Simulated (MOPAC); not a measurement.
MOPAC input (PM7):

```
PM7 FORCE THERMO(298,298) PRECISE LET CHARGE=1 GEO-OK AUX(PRECISION=9) THREADS=1
C3H9S

C    -2.40594302 1    0.22374253 1   -0.23546459 1
C    -1.01547379 1    0.42835343 1    0.36578069 1
C     0.02127065 1   -0.33140500 1   -0.47237516 1
S     1.67027349 1   -0.19301824 1    0.24219621 1
H    -2.70833796 1   -0.83156802 1   -0.24536513 1
H    -3.17108653 1    0.76001814 1    0.35006838 1
H    -2.48050574 1    0.60227257 1   -1.26297944 1
H    -0.79942446 1    1.51670637 1    0.40111634 1
H    -1.02907008 1    0.07703588 1    1.42089262 1
H    -0.04468265 1    0.00882838 1   -1.53142456 1
H    -0.27311615 1   -1.41167794 1   -0.51571723 1
H     1.92057739 1    1.11542493 1    0.12268037 1
H     2.44468250 1   -0.62805396 1   -0.75791691 1
```

Output:

```
 *******************************************************************************
 **                                                                           **
 **                              MOPAC v23.2.5                                **
 **                                                                           **
 *******************************************************************************
 ** MOPAC's Digital Object Identifier: https://doi.org/10.5281/zenodo.6511958 **
 **                                                                           **
 ** Please cite the open-source release paper for use of this MOPAC version:  **
 ** J. E. Moussa and J. J. P. Stewart (2026)                                  **
 ** MOPAC: An open-source semiempirical molecular orbital program             **
 ** J. Open Source Softw., 11(119), 8025, https://doi.org/10.21105/joss.08025 **
 *******************************************************************************

                              PM7 CALCULATION RESULTS

 *******************************************************************************
 *  PM7        - The PM7 Hamiltonian to be used
 *  GEO-OK     - OVERRIDE INTERATOMIC DISTANCE AND OTHER SAFETY CHECKS
 *
 *
 *
 *                 CHARGE ON SYSTEM = +1
 *
 *
 *
 *  LET        - OVERRIDE SOME SAFETY CHECKS
 *  PRECISE    - TIGHTER CRITERIA TO BE USED
 *  FORCE      - FORCE CALCULATION SPECIFIED
 *  AUX        - OUTPUT AUXILIARY INFORMATION
 *  THERMO     - THERMODYNAMIC QUANTITIES TO BE CALCULATED
 *******************************************************************************
PM7 FORCE THERMO(298,298) PRECISE LET CHARGE=1 GEO-OK AUX(PRECISION=9) THREADS=1
 C3H9S

   ATOM   CHEMICAL          X               Y               Z
  NUMBER   SYMBOL      (ANGSTROMS)     (ANGSTROMS)     (ANGSTROMS)

     1       C         -2.40594302  *   0.22374253  *  -0.23546459  *
     2       C         -1.01547379  *   0.42835343  *   0.36578069  *
     3       C          0.02127065  *  -0.33140500  *  -0.47237516  *
     4       S          1.67027349  *  -0.19301824  *   0.24219621  *
     5       H         -2.70833796  *  -0.83156802  *  -0.24536513  *
     6       H         -3.17108653  *   0.76001814  *   0.35006838  *
     7       H         -2.48050574  *   0.60227257  *  -1.26297944  *
     8       H         -0.79942446  *   1.51670637  *   0.40111634  *
     9       H         -1.02907008  *   0.07703588  *   1.42089262  *
    10       H         -0.04468265  *   0.00882838  *  -1.53142456  *
    11       H         -0.27311615  *  -1.41167794  *  -0.51571723  *
    12       H          1.92057739  *   1.11542493  *   0.12268037  *
    13       H          2.44468250  *  -0.62805396  *  -0.75791691  *

          CARTESIAN COORDINATES

    NO.       ATOM           X           Y           Z

     1         C         -2.4059      0.2237     -0.2355
     2         C         -1.0155      0.4284      0.3658
     3         C          0.0213     -0.3314     -0.4724
     4         S          1.6703     -0.1930      0.2422
     5         H         -2.7083     -0.8316     -0.2454
[...]
 TRANSITION DIPOLE   0.7306         C  1 -- H  5         +16.6% ( 42.1%)     85.8%
 TRAVEL (Ang.)       0.2243         C  1 -- H  7         +14.6% ( 39.5%)     83.6%
 REDUCED MASS        0.5049         C  1 -- C  2          +0.9% (  9.9%)      0.2%
 EFFECTIVE MASS      1.4456
 FORCE CONSTANT      2.0966

 VIBRATION         30   30A           ATOM PAIR      ENERGY CONTRIBUTION    RADIAL
 FREQUENCY          2674.51         C  1 -- H  7         +33.2% ( 58.8%)     97.8%
 TRANSITION DIPOLE   0.9849         C  1 -- H  5         +32.6% ( 58.3%)     97.7%
 TRAVEL (Ang.)       0.3174         C  2 -- H  9         +11.5% ( 34.6%)     98.3%
 REDUCED MASS        0.2503         C  3 -- H 11          +9.6% ( 31.7%)     98.2%
 EFFECTIVE MASS      1.4370
 FORCE CONSTANT      1.0549

 VIBRATION         31   31A           ATOM PAIR      ENERGY CONTRIBUTION    RADIAL
 FREQUENCY          2676.06         C  3 -- H 10         +49.8% ( 69.8%)     98.2%
 TRANSITION DIPOLE   0.9300         C  3 -- H 11         +29.2% ( 53.5%)     94.6%
 TRAVEL (Ang.)       0.2695         C  1 -- H  7          +7.1% ( 26.4%)     98.2%
 REDUCED MASS        0.3469         C  1 -- H  5          +6.1% ( 24.5%)     96.9%
 EFFECTIVE MASS      1.2761
 FORCE CONSTANT      1.4638

 VIBRATION         32   32A           ATOM PAIR      ENERGY CONTRIBUTION    RADIAL
 FREQUENCY          2726.57         C  2 -- H  8         +50.8% ( 70.1%)     96.8%
 TRANSITION DIPOLE   0.6763         C  2 -- H  9         +44.1% ( 65.3%)     95.8%
 TRAVEL (Ang.)       0.2355         C  1 -- H  6          +2.0% ( 14.0%)     97.6%
 REDUCED MASS        0.4461         C  3 -- H 10          +1.1% ( 10.3%)     90.5%
 EFFECTIVE MASS      1.2486
 FORCE CONSTANT      1.9538

 VIBRATION         33   33A           ATOM PAIR      ENERGY CONTRIBUTION    RADIAL
 FREQUENCY          2775.93         C  1 -- H  7         +34.9% ( 56.7%)     95.7%
 TRANSITION DIPOLE   0.5440         C  1 -- H  5         +34.7% ( 56.5%)     95.7%
 TRAVEL (Ang.)       0.2741         C  1 -- H  6         +29.3% ( 52.0%)     94.5%
 REDUCED MASS        0.3233         C  2 -- H  8          +0.3% (  5.7%)     77.1%
 EFFECTIVE MASS      1.1484
 FORCE CONSTANT      1.4679

      SYMMETRY NUMBER FOR POINT-GROUP C1  =  1

          SYSTEM IS A GROUND STATE

 C3H9S

          MOLECULE IS NOT LINEAR

          THERE ARE 33 GENUINE VIBRATIONS IN THIS SYSTEM
          THIS THERMODYNAMICS CALCULATION IS LIMITED TO
          MOLECULES WHICH HAVE NO INTERNAL ROTATIONS

                    CALCULATED THERMODYNAMIC PROPERTIES
                                          *
   TEMP. (K)   PARTITION FUNCTION   H.O.F.    ENTHALPY  HEAT CAPACITY ENTROPY
                                   KCAL/MOL   CAL/MOLE    CAL/K/MOL  CAL/K/MOL

 298.00  VIB.     0.3223D+02                  2280.9798    15.3731    14.5556
         ROT.     0.8108D+05                   888.2803     2.9808    25.4426
         INT.     0.2613D+07                  3169.2601    18.3539    39.9982
         TRA.     0.6553D+27                  1480.4672     4.9680    38.9430
         TOT.                      149.454    4649.7273    23.3219    78.9412

   *: NOTE: HEATS OF FORMATION ARE RELATIVE TO THE
            ELEMENTS IN THEIR STANDARD STATE AT 298K
              (=  Standard Enthalpy of Formation).

            Hvib:  Zero-point energy is not included.
                   frequencies of less than zero cm-1 are not included.
            Hrot = (3/2)RT
            Htra = (3/2)RT + pV = (5/2)RT

            Heat capacity is Cp, not Cv

          For more information, see: HTTP://OpenMOPAC.net/Manual/thermochemistry.html

           FORCE CONSTANT IN CARTESIAN COORDINATES (Millidynes/A)

    ATOM   CHEMICAL       X               Y               Z
   NUMBER   SYMBOL  FORCE CONSTANT  FORCE CONSTANT  FORCE CONSTANT

      1       C        6.804182        6.292494        6.355600
      2       C        6.637504        6.632608        6.504780
      3       C        4.213804        6.307418        5.933682
      4       S        3.659652        4.633871        4.042541
      5       H        1.308928        1.263706        2.825144
      6       H        1.240254        3.559455        0.548705
      7       H        1.310913        1.264234        2.823326
      8       H        1.209121        1.650754        2.723778
      9       H        1.202889        1.648002        2.722707
     10       H        1.135532        1.543655        2.573960
     11       H        1.124517        1.493348        2.556156
     12       H        0.662158        0.938397        2.704876
     13       H        0.548371        3.270758        0.489750

 **********************
 *                    *
 * JOB ENDED NORMALLY *
 *                    *
 **********************

 == MOPAC DONE ==
```

The dipole moment of an ion depends on the origin.
